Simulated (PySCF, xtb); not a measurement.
3-methylthietane (C4H8S), SMILES CC1CSC1.

Harmonic wavenumbers (cm⁻¹) from GFN2-xTB run with xtb 6.7.1 at its own minimum, in rising order: 71, 213, 320, 414, 514, 738, 774, 831, 886, 904, 965, 986, 1012, 1115, 1149, 1182, 1185, 1197, 1277, 1322, 1410, 1449, 1456, 1494, 1497, 2956, 2990, 2992, 3013, 3015, 3032, 3033, 3037.

Question: What does PBE-D3(BJ)/def2-SVP run with PySCF 2.14.0 give at its own minimum? (An estimate is asked for; the answer gives what the named calculation found.)

Answer: 111, 234, 304, 407, 473, 683, 711, 817, 837, 891, 906, 957, 993, 1081, 1123, 1144, 1164, 1188, 1267, 1304, 1345, 1399, 1414, 1418, 1423, 2962, 2976, 2977, 2992, 3051, 3054, 3055, 3057. Paired by order, the mean absolute difference is 32 cm⁻¹ and the zero-point energies are 69.2 and 68.2 kcal/mol.
